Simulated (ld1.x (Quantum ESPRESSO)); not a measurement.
An all-electron radial function and its pseudo partner (Mo (Z = 42))

Columns: radius, all-electron u(r) and pseudo u(r) of the 4d shell (level -3.94 eV) of molybdenum in the configuration [Ar] 3d10 4s2 4p6 4d5 5s1 5p0; LDA (PZ), scalar-relativistic, TM scheme, ld1.x (Quantum ESPRESSO) 7.5.

| r (bohr) | all-electron | pseudo |
| --- | --- | --- |
| 0.125 | 0.1802 | -0.0029 |
| 0.250 | 0.3415 | -0.0221 |
| 0.375 | 0.2573 | -0.0696 |
| 0.500 | 0.0497 | -0.1499 |
| 0.625 | -0.1767 | -0.2584 |
| 0.750 | -0.3729 | -0.3829 |
| 0.875 | -0.5227 | -0.5070 |
| 1.000 | -0.6266 | -0.6149 |
| 1.125 | -0.6911 | -0.6952 |
| 1.250 | -0.7247 | -0.7436 |
| 1.375 | -0.7355 | -0.7620 |
| 1.500 | -0.7301 | -0.7565 |
| 1.625 | -0.7137 | -0.7347 |
| 1.750 | -0.6899 | -0.7038 |
| 1.875 | -0.6616 | -0.6691 |
| 2.000 | -0.6307 | -0.6339 |
| 2.125 | -0.5986 | -0.5995 |
| 2.250 | -0.5663 | -0.5664 |
| 2.375 | -0.5344 | -0.5344 |
| 2.500 | -0.5034 | -0.5034 |
| 2.625 | -0.4734 | -0.4734 |
| 2.750 | -0.4448 | -0.4448 |
| 2.875 | -0.4175 | -0.4175 |
| 3.000 | -0.3916 | -0.3916 |
| 3.125 | -0.3671 | -0.3671 |
| 3.250 | -0.3440 | -0.3440 |

Task: How many radial nodes do the two functions have?

Result: The all-electron 4d function has n − l − 1 = 1; the pseudo-wave has 0, since the states of the same l below it are removed with the core.

Task: At about which radius was the pseudo-wave matched?

Result: 2.50 bohr. The columns agree to 0.0005 from 2.25 bohr on; several derivatives are matched, so the curves merge somewhat inside the radius.

Task: Is the pseudo-wave norm-conserving?

Result: Yes: the TM scheme keeps the norm inside the radius equal to the all-electron one, which fixes the energy derivative of the logarithmic derivative at the level.
